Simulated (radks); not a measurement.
Kr24+, configuration [Ne] 3s2 (the NIST ground configuration). Method: Dirac Kohn-Sham, PBEsol, spin-unpolarised, spherical densities, point nucleus; computed with a radial shooting solver on a logarithmic mesh with Libxc functionals.

Unscreened Slater integrals over Kohn-Sham orbitals (cm^-1). Large and small components are both included.

| integral | value |
|---|---|
| F0(3s1/2,3s1/2) | 441560 |
| F0(3s1/2,2p3/2) | 578360 |
| G1(3s1/2,2p3/2) | 59185 |
| F0(3s1/2,2p1/2) | 580540 |
| G1(3s1/2,2p1/2) | 59547 |
| F0(3s1/2,2s1/2) | 566600 |
| G0(3s1/2,2s1/2) | 47971 |
| F0(2p3/2,2p3/2) | 1263600 |
| F2(2p3/2,2p3/2) | 601150 |
| F0(2p3/2,2p1/2) | 1279100 |
| G2(2p3/2,2p1/2) | 599530 |
| F0(2p3/2,2s1/2) | 1163800 |
| G1(2p3/2,2s1/2) | 662320 |
| F0(2p1/2,2p1/2) | 1295300 |
| F0(2p1/2,2s1/2) | 1175300 |
| G1(2p1/2,2s1/2) | 657650 |
| F0(2s1/2,2s1/2) | 1100000 |
